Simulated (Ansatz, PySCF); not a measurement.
(E)-1-bromo-2-fluoroprop-1-ene (C3H4BrF), SMILES F/C(=C/Br)C.

Coordinates come from a B3LYP-D3(BJ)/def2-SVP optimisation.

Vertical ionisation energy (IE) and electron affinity (EA) in eV. Rows of orbital energies are one-electron estimates. Where ΔSCF, EOM or ADC give a negative EA the extra electron is unbound and the value depends on the basis.

| level | IE | EA |
|---|---|---|
| −ε(HOMO), −ε(LUMO), CAM-B3LYP/def2-TZVP (PySCF) | 8.36 | -1.11 |
| −ε(HOMO), −ε(LUMO), PBE/def2-TZVP (PySCF) | 5.86 | 1.06 |
| ΔSCF, CAM-B3LYP/def2-SVPD (Ansatz), final states of multiplicity 2 and 2 | 9.38 | -1.29 |
| ΔSCF, PBE/def2-SVPD (Ansatz), final states of multiplicity 2 and 2 | ___ | ___ |

Task: Complete the blanks. (An estimate is asked for; the answer gives what the named calculation found.)

Result: 
- ΔSCF, PBE/def2-SVPD (Ansatz, a quantum-chemistry and plane-wave program), final states of multiplicity 2 and 2, IE: 9.03
- ΔSCF, PBE/def2-SVPD (Ansatz), final states of multiplicity 2 and 2, EA: -1.02

Task: What vertical singlet–triplet gap does ΔSCF give with CAM-B3LYP/def2-SVPD (Ansatz) and with PBE/def2-SVPD (Ansatz)? (An estimate is asked for; the answer gives what the named calculation found.)

Result: 4.09 and 4.09 eV (triplet above singlet where positive).
